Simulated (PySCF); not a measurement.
Cartesian coordinates (Å):
```xyz
21

B      1.3392    -1.8936     1.1663
C      0.5229    -0.7433     0.5507
C     -0.8516    -0.7392     0.8502
C     -1.7588     0.0752     0.1559
C     -3.1880     0.2001     0.2958
C     -3.7234     1.1014    -0.5732
S     -2.5299     1.8500    -1.6120
C     -1.2498     0.9268    -0.8618
C      0.1157     0.9813    -1.1556
C      1.0127     0.1783    -0.4430
C      2.4448     0.3579    -0.7169
C      3.4484     0.1996     0.1590
H      0.9160    -2.4430     2.1563
H      2.3372    -2.3220     0.6482
H     -1.2276    -1.4161     1.6215
H     -3.7762    -0.3663     1.0189
H     -4.7698     1.3850    -0.6776
H      0.4885     1.6676    -1.9195
H      2.6889     0.7063    -1.7276
H      4.4875     0.3619    -0.1383
H      3.2706    -0.0726     1.2025
```
Charge 0, spin multiplicity 1.

Question: What total energy, dipole moment and HOMO–LUMO gap does PySCF with TPSSh-D3(BJ)/def2-TZVP // B3LYP-D3(BJ)/def2-SVP give?

Answer: 
- total energy = -809.7341 Ha
- dipole moment = 1.67 D
- HOMO–LUMO gap = 3.59 eV
